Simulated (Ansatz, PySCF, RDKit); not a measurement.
Dimer: CH3F (SMILES CF) (first 5 atoms) with CH2O2 (SMILES O=CO); geometry from B3LYP-D3(BJ)/def2-TZVP.
(charge 0, multiplicity 1):
```xyz
10

C      0.2135    -0.1638     0.4718
F      0.6490    -1.2473     1.2661
H     -0.5465    -0.5410    -0.2101
H     -0.1908     0.5944     1.1383
H      1.0763     0.2085    -0.0777
O     -0.5200     0.9562     3.5057
C     -0.1836     0.1284     4.3108
O      0.3812    -1.0448     4.0330
H     -0.3038     0.2416     5.3962
H      0.4823    -1.1333     3.0615
```

Monomers are frozen at their geometry in the pair; levels with a basis set take the counterpoise correction. Rows marked so take none.

Frozen-core correlation. Rows in 3-21G, 6-31G* carry no dispersion term and start afresh at each structure (6-31G* with six Cartesian d functions). MP2/6-31G* freezes PySCF's default core.

Codes used: Ansatz (Gaussian orbitals); PySCF for 3-21G rows, 6-31G* rows, M06-2X, the dispersion terms; RDKit for the force fields. Each number belongs to the level named beside it.

| level | interaction energy (kJ/mol) |
|---|---|
| MMFF94 | -26.5 |
| HF/aug-cc-pVDZ | -20.7 |
| BLYP-D4/def2-TZVPPD | -27.7 |
| B97M-V/def2-TZVPPD | -29.6 |
| B3LYP/3-21G (no counterpoise) | -76.7 |
| M06-2X/6-31G* (no counterpoise) | -44.1 |
| M06-2X/def2-TZVPPD | -29.4 |
| B2PLYP/def2-TZVPPD | -25.9 |
| MP2/6-31G* | (withheld) |

Problem. Some entries are withheld; supply them.

Solution. 
- MP2/6-31G*, interaction energy (kJ/mol): -24.5

Ansatz is an electronic-structure program.
